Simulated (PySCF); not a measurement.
Which determinant of BiSe lies lowest?

Unrestricted PBE0; Bi def2-SVP with ECP60, Se def2-SVP; scalar-relativistic core potentials (PySCF 2.14). Outer shells of the fragments: Bi 5d10 6s2 6p3; Se 3d10 4s2 4p4.

Followed along the bond (rough minima from three points):

```tsv
2Ms+1	unpaired	⟨S²⟩ at the start	R at minimum (Å)	Te (eV)
2	π ↑	0.92	2.44	0.00
4	π ↑↑↑	3.76	none in the scan	≤ 1.07
2	π ↑↑↓	1.76	none in the scan	≤ 1.42
6	σ ↑, π ↑↑↑↑	8.75	none in the scan	≤ 4.01
```

Solutions found at the starting distance of 2.575 Å, counted from the lowest of them; the search is not exhaustive and high or unbound solutions are not listed, so other states can lie among these:

```csv
2Ms+1,unpaired,term,E (eV),⟨S²⟩,⟨Lz²⟩,μ (D)
2,π ↑,²Π,0.00,0.92,1.01,-3.05
4,π ↑↑↑,⁴Π,0.96,3.76,1.00,-1.49
2,π ↑↑↓,mixed,1.32,1.76,3.01,-1.48
4,"σ ↑, π ↑↑",⁴Σ⁻,2.19,3.76,0.00,-2.56
2,π ↑,mixed,2.41,0.75,3.01,-1.54
2,"σ ↓, π ↑↑",mixed,2.56,1.76,0.00,-2.75
2,σ ↑,mixed,2.73,1.15,0.00,-1.62
4,"σ ↑, π ↑↑",mixed,3.64,3.75,2.01,-0.72
2,"σ ↓, π ↑↑",mixed,4.04,1.76,2.01,-0.64
4,"σ ↑, π ↑↑",mixed,4.04,3.75,2.00,-1.17
4,"σ ↑↑, π ↑",⁴Π,4.54,3.79,1.00,-1.46
6,"σ ↑, π ↑↑↑↑",⁶Σ⁺,4.98,8.75,0.00,3.23
6,"σ ↑↑, π ↑↑↑",⁶Π,5.35,8.75,1.00,1.46
```

A term symbol is given only where ⟨S²⟩ and ⟨Lz²⟩ are close to those of a pure state; real π, δ and φ orbitals otherwise mix terms. A positive dipole means Bi(−)Se(+).

These are scalar-relativistic numbers at best; spin–orbit coupling would shift them, the dissociation energy most. Counting both spins, an empty level lies below a filled one in some of these solutions, because spin and occupation are held.
